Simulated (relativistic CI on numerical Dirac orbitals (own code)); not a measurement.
Input to a radial Dirac CI calculation:

```
atom Tm  Z=69  charge=67  electrons=2
nucleus A=169  rms_radius_fm=5.2256
hamiltonian dirac-coulomb  breit=on  qed=on  c_scale=1
orbitals kli  potential=per-configuration
slater_scale 1
correlation none
mixing on
configurations
  1s2
  1s 2p
  1p 2p
  1s 1p
end
```

Task: How did the run end?

Result: The self-consistent field of one configuration failed: SCF of 1p 2p ended with code -1.
